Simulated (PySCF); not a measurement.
CH3FO3Si, SMILES O=CO[Si@@H](O)F.

Coordinates come from a PBE0-D3(BJ)/def2-SVP optimisation. The structure was generated by enumeration; whether it is a known compound was not checked. One conformer was computed; it need not be the lowest.

Two levels are set side by side: PBE/def2-TZVP (PySCF) and HF/def2-TZVP (PySCF). Same geometry, gas phase. Differences are taken from unrounded values.

```csv
quantity,HF,PBE,PBE minus HF
orbital gap (eV),16.77,5.35,-11.42
highest occupied level (eV),-13.28,-7.30,5.98
lowest empty level (eV),3.48,-1.95,-5.44
dipole moment (D),2.42,1.86,-0.57
mean polarisability (bohr³),37.4,44.4,6.9
```

PBE's occupied levels lie high since its potential decays too fast outside the molecule; exact exchange lowers them and widens the gap. PBE's more diffuse valence density responds more strongly to a field. Differences between two approximate levels are no errors against the true value.

Rough cost on one machine, each run with all the roots and properties that it gave: HF against PBE about 1/3.
